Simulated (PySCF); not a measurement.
The complex CuCl2 (charge 0) contains Cu(II), shell d9. The structure is a PBE0-D3(BJ)/def2-TZVP geometry optimised for multiplicity 2; coordination linear, point group D∞h, metal–donor distances 2.06 Å.

Method (PySCF 2.14, density fitting): CASSCF(9,5) with orbitals averaged over all microstates of the shell, strongly contracted NEVPT2 on the averaged canonical orbitals; basis x2c-TZVPall on the metal, x2c-SVPall elsewhere; spin-free X2C; gas phase; spin-orbit coupling by state interaction with the mean-field operator over all roots.

CASSCF energies above the lowest CASSCF root:

```csv
state,CASSCF / cm⁻¹
2Σg+,0
2Πg,1265
2Δg,4182
```

Q: How does dynamic correlation (SC-NEVPT2) move these states?

A: 
```json
{"state": "2Σg+", "NEVPT2 / cm⁻¹": "0", "shift / cm⁻¹": "0"}
{"state": "2Πg", "NEVPT2 / cm⁻¹": "1543", "shift / cm⁻¹": "+278"}
{"state": "2Δg", "NEVPT2 / cm⁻¹": "6791", "shift / cm⁻¹": "+2609"}
```

Ligand-hole states mix strongly into such Cu(II) halides; the d shell alone makes them too ionic, overstates g shifts and moments and can put the wrong state lowest; spectroscopy finds 2Πg lowest in linear CuCl2. NEVPT2 lifts 2Δg from 4182 to 6791 cm⁻¹; on the d shell alone such lifts tend to overshoot.
